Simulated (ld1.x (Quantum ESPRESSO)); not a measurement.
# Au (Z = 79): variants of one RRKJ potential

Base potential:

Au, norm-conserving RRKJ (Kleinman–Bylander form), made with ld1.x (Quantum ESPRESSO) 7.5 (PBEsol, scalar-relativistic). Core [Kr] 4d10 4f14, reference 5s2 5p6 5d10 6s1 6p0. Waves: 5p (bound): rc 1.50 bohr; 5d (bound): rc 1.95 bohr; 5s (bound): rc 1.15 bohr. Local part: the s channel. Core correction: a·sin(br)/r model core inside 0.95 bohr. rho0 = 0.005.

Occupied shells without a wave of their own: 6s. They enter only through the test configuration that unscreens the potential, and ld1.x also counts them in the model core charge.

Cutoffs, loose and tight: the cutoffs (Ry, on a coarse ladder) from which the occupation-weighted sum of valence levels, in a spherical-Bessel basis at the reference potential, stays within 10 and 1 mRy of its value at 400 Ry. They do not see the model core or the augmentation charge, which bear on the density cutoff. Test errors are all-electron minus pseudo excitation energies from the reference, over the configurations 5s2 5p6 5d10 6s0 6p0; 5s2 5p6 5d9 6s0 6p0; 5s2 5p6 5d8 6s0 6p0; 5s2 5p6 5d9 6s1 6p0; 5s2 5p6 5d9 6s1 6p1; 5s2 5p6 5d7 6s0 6p0; 5s2 5p5 5d10 6s1 6p0. A dash means not determined; rows that change the core or the reference have their own tests.

With those shells counted twice in exchange and correlation these files are broken, and their errors move erratically; no question is asked of them.

```csv
change,outcome,"cutoff, loose","cutoff, tight",bound ghosts,largest test error (meV)
base,"generated, misses its reference levels by 0.33 eV",120 Ry,230 Ry,none,-1517
wave 5p (bound): rc 1.50 bohr becomes 5p (bound): rc 0.98 bohr,failed: compute_phi: phi has nodes before r_c,–,–,–,–
wave 5p (bound): rc 1.50 bohr becomes 5p (bound): rc 1.16 bohr,failed: compute_phi: phi has nodes before r_c,–,–,–,–
wave 5p (bound): rc 1.50 bohr becomes 5p (bound): rc 1.40 bohr,"generated, misses its reference levels by 0.33 eV",120 Ry,230 Ry,none,-1519
wave 5p (bound): rc 1.50 bohr becomes 5p (bound): rc 1.66 bohr,"generated, misses its reference levels by 0.33 eV",120 Ry,230 Ry,none,-1514
wave 5p (bound): rc 1.50 bohr becomes 5p (bound): rc 1.80 bohr,"generated, misses its reference levels by 0.33 eV",120 Ry,200 Ry,none,-1512
wave 5p (bound): rc 1.50 bohr becomes 5p (bound): rc 2.00 bohr,"generated, misses its reference levels by 0.33 eV",120 Ry,200 Ry,none,-1513
wave 5p (bound): rc 1.50 bohr becomes 5p (bound): rc 2.26 bohr,"generated, misses its reference levels by 0.33 eV",120 Ry,230 Ry,none,-1524
```

Reading the sweep of the p radius (base included, trends over the rows without a ghost): The loose cutoff stays near 120 Ry. The median size of the test errors (rows with all tests solved) stays near 487.6 meV. The generation fails at 0.98, 1.16 bohr.
